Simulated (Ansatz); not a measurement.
Stepwise reaction of `[Cl][In]([Cl])[Cl]` with hydrogen, as a gas-phase model of exchange steps in deposition or etching. ΔE in kJ/mol; ΔG adds harmonic PBE0-D4 terms to CCSD(T)/CBS, at 1 bar.

Computed with Ansatz on PBE0-D4/def2-TZVP structures; ΔE is electronic, products minus reactants. CBS: MP2 limit from def2 TZ/QZ plus the TZ coupled-cluster correction, frozen cores. This one scheme is used for every species. Functionals use def2-TZVPP. B3LYP here is the variant with VWN-RPA as its local correlation; programs differ in this. def2 core potentials past Kr. For In outer-core shells are correlated without core-valence functions, which leaves a few kJ/mol of doubt a bond.

| step | reaction | PBE-D4 | B3LYP-D4 | ωB97M-V | CCSD(T)/CBS | ΔG(500 K) |
| --- | --- | --- | --- | --- | --- | --- |
| 1 | `[Cl][In]([Cl])[Cl]` + H₂ → `[Cl][InH][Cl]` + HCl | 75.1 | 77.7 | 75.2 | 80.5 | 67.9 |
| 2 | `[Cl][InH][Cl]` + H₂ → `[Cl][InH2]` + HCl | 94.3 | 96.3 | 94.4 | 99.7 | 91.9 |
| 3 | `[Cl][InH2]` + H₂ → `[InH3]` + HCl | 113.4 | 115.2 | 111.8 | 118.6 | 114.5 |

Question: By hand: ΔE of the 3 steps together at CCSD(T)/CBS.

Answer: (80.5) + (99.7) + (118.6) = 298.8 kJ/mol, or 99.6 kJ/mol a step.

In ΔE each step is higher than the one before. All are uphill at CCSD(T)/CBS. ΔG lies between 67.9 and 114.5 kJ/mol a step. PBE-D4 differs from CCSD(T)/CBS by -5.4 to -5.2 kJ/mol a step. Isolated molecules leave out the surface, adducts and barriers. Largest T1 diagnostic: 0.014.
